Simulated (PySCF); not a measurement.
Work out the structure from these simulated measurements.

Formula: CH12F2N2Si4.

| Item | Value |
| --- | --- |
| Rotational structure | rotational constants A, B, C: 1.285, 0.435, 0.360 GHz [GFN2-xTB] |
| 1H NMR | chemical shifts (computed TMS as zero) by class: 5.17 (1 H), 5.10 (1 H), 5.03 (1 H), 4.96 (1 H), 4.79 (6 H), 4.77 (1 H), 1.01 (1 H) ppm [GIAO PBE0/pcSseg-1] |
| 13C NMR | chemical shifts (computed TMS as zero) by class: 79.3 (1 C) ppm [GIAO PBE0/pcSseg-1] |
| Dipole | 1.38 D [PBE0/pcSseg-1] |
| NMR, other nuclei | isotropic shieldings of nuclei other than C and H, by class: 240 (1 N), 255 (1 N), 333 (1 F), 482 (1 F), 377 (1 Si), 393 (1 Si), 401 (2 Si) ppm [GIAO PBE0/pcSseg-1] |

The electronic properties come from PySCF, for the isolated species, density fitting. Levels stand in brackets. Isolated species at its GFN2-xTB geometry (one conformer only). NMR classes are plain means over equivalent atoms (diastereotopic ones count apart unless rotation or inversion swaps them), as if these changed places fast.

Task: What is the compound? Reason from the data.

Result: Numbering: `[F:1][CH2:2][SiH2:3][NH:4][Si@H:5]([F:6])[N:7]([SiH3:8])[SiH3:9]`. Its formula, CH12F2N2Si4, gives 0 degrees of unsaturation, so no ring and no π bond. The one carbon: sp3 C–F carbon [C2] (79.3 ppm). Hydrogen classes from least to most shielded: 1 H on an SiH2 silicon, Si3 (5.17 ppm), 1 H on a fluorine-bound silicon, Si5 (5.10 ppm), 1 H on an sp3 C–F carbon, C2 (5.03 ppm), 1 H on an sp3 C–F carbon, C2 (4.96 ppm), 6 H on 2 SiH3 silicons, Si8/Si9 (4.79 ppm), 1 H on an SiH2 silicon, Si3 (4.77 ppm), 1 H on a nitrogen bridging silicon atoms, N4 (1.01 ppm). The other shieldings belong to: 240 ppm, nitrogen bridging silicon atoms [N4]; 255 ppm, nitrogen bridging silicon atoms [N7]; 333 ppm, silicon-bound fluorine [F6]; 482 ppm, alkyl fluorine [F1]; 377 ppm, fluorine-bound silicon [Si5]; 393 ppm, SiH2 silicon [Si3]; 401 ppm, SiH3 silicon [Si8/Si9]. The optimised geometry has point group C1 and is an asymmetric top. Structure: `N([SiH3])([SiH3])[Si@H](N[SiH2]CF)F`. The assignments are read from this structure; whether some other isomer fits the data as well wasn't checked. The mirror image fits equally.

Shape of the structure used: `[F:1][CH2:2][SiH2:3][NH:4][Si@H:5]([F:6])[N:7]([SiH3:8])[SiH3:9]`: F1–C2–Si3–N4 -51°, C2–Si3–N4–Si5 -171°, Si3–N4–Si5–F6 -29°, N4–Si5–N7–Si8 127°.
